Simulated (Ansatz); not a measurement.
```
atom    x (Å)    y (Å)    z (Å)
   C  -0.0097  -0.0501  -0.7208
   N   0.0300  -0.1536   0.7186
   H   0.0251   0.9118   1.1483
   H   0.0198  -1.0526  -1.2478
   H  -0.1043   0.8206  -1.2424
```

Basis set: 6-31G (spherical functions). Left uncorrelated: 2 orbitals. Charge 0, multiplicity 1.

Computed with Ansatz (development build ahead of 0.2.0); each method stands on the lowest determinant of its kind that the runs found. Restricted open shells among the atoms or ions are ROHF, correlated in semicanonical orbitals with singles.

The atomization energy at this shape (free ground-state atoms in the same class of orbitals less the molecule, no zero-point energy) of singlet CH3N:

```json
{"method": "RHF", "atomization energy": "986.2 kJ/mol"}
```

Problem. What does RHF-MP2 give?

Solution. 1446.4 kJ/mol. Caution: the shape is not the minimum.

This basis has no polarisation functions and is too small for such energies, which can lie far from measured ones in either direction.
